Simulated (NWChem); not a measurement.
# Si$_{2}$H$_{2}$, singlet; SMILES [SiH2]=[Si]

Results from NWChem. Low-valent species are run as closed-shell singlets; no triplet was tried in these runs. The geometry was optimised at PBE-D3(BJ)/def2-SVP. Ions are spin-unrestricted doublets at the neutral geometry. Hybrids' shares of exact exchange are those that their runs print; pure functionals count as 0. The functionals differ in more than this share.

| row | share of exact exchange | ΔSCF ionisation energy minus −ε(HOMO) (eV) |
|---|---|---|
| PBE/def2-SVPD | 0.00 | 2.90 |
| LDA (Slater exchange, VWN5)/def2-SVPD | 0.00 | 3.00 |
| B3LYP/def2-SVPD | 0.20 | 2.28 |
| M06-2X/def2-SVPD | 0.54 | withheld |
| Hartree-Fock/def2-SVPD | 1.00 | -0.65 |

Fit a straight line of the last column on the one before it, predict the withheld value, and compare with the run.


1. Means of the 4 shown rows: x = 0.300, y = 1.882. Slope Σ(x − x̄)(y − ȳ)/Σ(x − x̄)² = -2.453/0.6800 = -3.607; intercept 2.965.
2. The shown rows scatter about the line by 0.041 (root mean square); the largest residual is -0.06, at PBE/def2-SVPD.
3. At x = 0.54 (M06-2X/def2-SVPD; inside the shown range) the line gives 1.02.
4. The run gives 1.25, +0.23 from the line, 5.6 times the scatter. The line crosses zero at a share of 0.82.
